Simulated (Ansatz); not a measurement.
Two isomers of CH3BOS: A = `BSC=O`, B = `SB1CO1`.

Program: Ansatz. Geometries: PBE0-D4/def2-TZVP. ΔE: electronic, gas phase. CCSD(T)/CBS is the MP2 limit (def2-TZVPP, def2-QZVPP) plus CCSD(T) − MP2 in def2-TZVPP, frozen cores. DFT in def2-TZVPP. B3LYP here is the variant with VWN-RPA as its local correlation; programs differ in this. One conformer a species, not always the lowest.

A:

```xyz
7

B    -0.536   -0.959    0.801
S     0.939   -0.703   -0.136
C     0.612    0.931   -0.827
O     1.373    1.496   -1.541
H    -0.639   -1.981    1.400
H    -1.381   -0.115    0.811
H    -0.369    1.331   -0.507
```

B:

Z-matrix (Å, degrees):
```
C
B 1 1.506
O 1 1.497 2 52.9
H 1 1.086 2 122.1 3 -95.6
H 1 1.086 2 122.1 3 95.5
S 2 1.770 1 156.2 3 -180.0
H 6 1.346 2 95.5 1 180.0
```

**Question.** Which isomer does CCSD(T)/CBS put lower? Give the gap. (Estimate.)

**Answer.** Ansatz gave: B, by 14.9 kcal/mol.

**Question.** Give E(B) − E(A) in kcal/mol with B3LYP, ωB97M-V, CCSD(T)/def2-SVP, PBE0-D4, MP2/def2-TZVPP, r2SCAN-D4, LDA (SPW92). (Estimate.)

**Answer.** Computed: B3LYP -12.8, ωB97M-V -16.0, CCSD(T)/def2-SVP -15.3, PBE0-D4 -15.9, MP2/def2-TZVPP -16.1, r2SCAN-D4 -14.7, LDA (SPW92) -18.7. None reverses the order clearly.

**Question.** Does the order hold for the free energy at 298.15 K (harmonic terms from PBE0-D4)? (Estimate.)

**Answer.** Ansatz gave: Yes: G(B) − G(A) = -12.8 kcal/mol, for one conformer each.

Largest T1 diagnostic: 0.018.

Leaving LDA and LC-ωPBE aside and taking each functional with its dispersion term where it has one, the values, not all of them listed here, spread over 6.5 kcal/mol, from PBE-QIDH to BLYP-D4. LDA lies −4.6 kcal/mol from PBE without D4. From PBE to PBE0 (25 % exact exchange), in def2-TZVPP and without D4, E(B) − E(A) moves by −1.9 kcal/mol.
